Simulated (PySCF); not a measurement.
Question: Give a PBE0-D3(BJ)/def2-SVP geometry of `C(=C)C(/C=C(\S([O-])(=O)=O)F)(F)F`. (Charge -1.)

Answer: 
```
atom  x, y, z in Å
C1    -2.507    0.412    0.557
C2    -1.322   -0.178    0.424
C3    -0.752   -0.577   -0.905
F4    -0.608   -1.934   -0.941
F5    -1.661   -0.294   -1.900
C6     0.523    0.106   -1.301
C7     1.626    0.335   -0.583
F8     2.625    0.978   -1.189
S9     2.008   -0.007    1.177
O10    1.451    1.176    1.854
O11    1.283   -1.262    1.456
O12    3.470   -0.116    1.181
H13   -3.129    0.642   -0.312
H14   -2.882    0.692    1.544
H15   -0.667   -0.413    1.268
H16    0.534    0.449   -2.341
```

Any rigid rotation of these coordinates is as good. Atoms count from 1 in this order. Of the pairs four or more bonds apart, O11···H15 is among the closest relative to their van der Waals radii: 2.13 Å, 78 % of the sum of Bondi's values. The C–C distances run from 1.331 Å (C1=C2, drawn double) to 1.501 Å (C2–C3, drawn single), a spread of 0.170 Å. S9 (sulfonyl sulfur) is distorted tetrahedral (angles from 102.3° to 115.8°). C2 (alkene CH carbon) is planar (angles 123.5°, 123.0° and 113.5°, sum 360.0°, 0.00 Å off the plane of its three neighbours).

Bonds between heavy atoms (Å): C1=C2 1.331, C2–C3 1.501, C3–F4 1.366, C3–F5 1.376, C3–C6 1.499, C6=C7 1.337, C7–F8 1.333, C7–S9 1.833, S9=O10 1.473, S9=O11 1.475, S9–O12 1.466.

Level of theory: PBE0-D3(BJ)/def2-SVP geometry optimisation, gas phase (PySCF 2.14.0).

Point group: C1 (no symmetry element, even within 0.4 Å). No PBE0-D3(BJ)/def2-SVP frequencies stand behind this structure, so it isn't proved a minimum. Torsions: C1–C2–C3–F4 -117°, C2–C3–C6–C7 45°, C6–C7–S9–O10 -85°.

Rough CPU time on one thread of a shared machine: about 22 min. That covers the optimisation of the geometry.

One conformer stands for the species.
